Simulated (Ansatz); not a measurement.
Program: Ansatz. Geometries: PBE0-D4/def2-TZVP. ΔE: electronic, gas phase. CCSD(T)/CBS adds triple-zeta CCSD(T) − MP2 to the extrapolated MP2 energy (def2 sets, frozen cores). DFT in def2-TZVPP. Elements past krypton have def2 core potentials. For Sn outer-core shells are correlated without core-valence functions, which leaves a few kJ/mol of doubt a bond. One conformer a species, not always the lowest.

`[NH2][Al]([OH])[SiH3]` + `[SiH3][CH2][SnH2][Cl]` → `[NH2][Al]([SiH3])[CH2][SiH3]` + `[OH][SnH2][Cl]`  (redistribution)

```csv
level,ΔE (kcal/mol),difference from CCSD(T)/CBS
PBE-D4,20.0,-3.2
r2SCAN-D4,21.3,-1.9
ωB97X-V,21.7,-1.5
ωB97M-V,22.1,-1.1
r2SCAN,21.3,-1.9
HF/def2-TZVPP,23.6,0.4
SCS-MP2/def2-TZVPP,24.0,0.8
CCSD/def2-TZVPP,23.9,0.7
HF/def2-QZVPP,23.5,0.3
MP2/CBS(def2),24.4,1.2
CCSD(T)/CBS,23.2,0
```

Largest T1 diagnostic among the species: 0.013.

From PBE to PBE0 (25 % exact exchange), in def2-TZVPP and without D4, ΔE moves by +1.4 kcal/mol.
